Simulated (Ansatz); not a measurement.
Geometry optimisation, Ansatz, DFT PBE, scalar-relativistic, plane waves, PAW.

The input (input.yaml):

```yaml
crystal:
  lattice:
    - [0.0, 5.43, 5.43]
    - [5.43, 0.0, 5.43]
    - [5.43, 5.43, 0.0]
  atoms:
    - { symbol: Si, position: [0.0, 0.0, 0.0] }
    - { symbol: Si, position: [0.125, 0.125, 0.125] }
    - { symbol: Si, position: [0.0, 0.0, 0.5] }
    - { symbol: Si, position: [0.125, 0.125, 0.625] }
    - { symbol: Si, position: [0.0, 0.5, 0.0] }
    - { symbol: Si, position: [0.125, 0.625, 0.125] }
    - { symbol: Si, position: [0.0, 0.5, 0.5] }
    - { symbol: Si, position: [0.125, 0.625, 0.625] }
    - { symbol: Si, position: [0.5, 0.0, 0.0] }
    - { symbol: Si, position: [0.625, 0.125, 0.125] }
    - { symbol: Si, position: [0.5, 0.0, 0.5] }
    - { symbol: Si, position: [0.625, 0.125, 0.625] }
    - { symbol: Si, position: [0.5, 0.5, 0.0] }
    - { symbol: Si, position: [0.625, 0.625, 0.125] }
    - { symbol: Si, position: [0.5, 0.5, 0.5] }
    - { symbol: Si, position: [0.625, 0.625, 0.625] }
    - { symbol: Cu, position: [0.24782977, 0.25703825, 1.24806359] }
total_charge: 1
basis:
  ecutwfc: 420.0
kpoints:
  mp_grid: { grid: [2, 2, 2] }
hamiltonian:
  xc: pbe
  pseudopotentials: { kind: paw, azcp: { folder: soft_1 } }
scf:
  occupations: { method: gaussian, width: 0.02 }
  lower_state_search: "off"
relax:
  f_tol: 0.03
  max_steps: 60
  adjacent_minimum: "off"
```

Run as:

```bash
$ ansatz run input.yaml --threads 1 --pin off --max-ram 3072MiB --backend cpu --events-out ev --progress --plain --runs-dir out
```

Task: Where does it end, and by what steps?

Result: The forces met the threshold. Limits of this set-up: coarse k mesh, charged cell in a uniform background, uncorrected. After 9 steps the energy has fallen by 0.145 eV; Si6 moved furthest, 0.24 Å.

```csv
step,energy less start (eV),largest force component (eV/Å),accepted
0,0.0000,0.599,yes
1,-0.0981,0.164,yes
2,-0.1085,0.081,yes
3,-0.1126,0.127,yes
4,-0.1205,0.086,yes
5,-0.1280,0.104,yes
6,-0.1360,0.113,yes
7,-0.1432,0.048,yes
8,-0.1445,0.034,yes
9,-0.1451,0.013,yes
```

```xyz
17
Lattice="0.0000 5.4300 5.4300 5.4300 0.0000 5.4300 5.4300 5.4300 0.0000" Properties=species:S:1:pos:R:3
Si 0.133 -0.118 0.131
Si 1.361 1.424 1.362
Si 2.671 2.761 -0.070
Si 4.018 4.075 1.348
Si 2.758 0.006 2.759
Si 4.213 1.218 4.213
Si 5.429 2.670 2.754
Si 6.727 4.131 4.037
Si -0.072 2.761 2.671
Si 1.349 4.073 4.017
Si 2.667 5.489 2.667
Si 4.021 6.830 4.022
Si 2.754 2.670 5.428
Si 4.035 4.131 6.727
Si 5.373 5.479 5.374
Si 6.725 6.813 6.726
Cu 8.310 8.009 2.876
```

The run took 54 s on 1 thread of Arm Neoverse V2, on a shared host, peak memory 0.55 GiB.
